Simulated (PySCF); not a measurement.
Si(NMe2)(SiH3) (C2H9NSi2), SMILES [SiH3][Si]N(C)C (connectivity only; charge and spin as stated), neutral, multiplicity 1.

Geometry optimised at ωB97X-D3(BJ)/def2-SVP. Other conformers were not sampled.

All values below come from PBE/def2-TZVP in PySCF.

Symmetry labels are those of the subgroup Cs that the program uses (full group Cs).

List the valence orbital energies around the gap with their symmetry. (Estimate from the structure and the level; the computed values follow.)


| orbital | symmetry | energy (eV) |
|---|---|---|
| HOMO−7 | A' | -10.07 |
| HOMO−6 | A" | -9.85 |
| HOMO−5 | A' | -9.39 |
| HOMO−4 | A" | -8.17 |
| HOMO−3 | A' | -8.08 |
| HOMO−2 | A' | -7.72 |
| HOMO−1 | A" | -6.32 |
| HOMO | A' | -4.89 |
| LUMO | A" | -2.70 |
| LUMO+1 | A' | -0.56 |
| LUMO+2 | A' | 0.30 |
| LUMO+3 | A' | 0.42 |
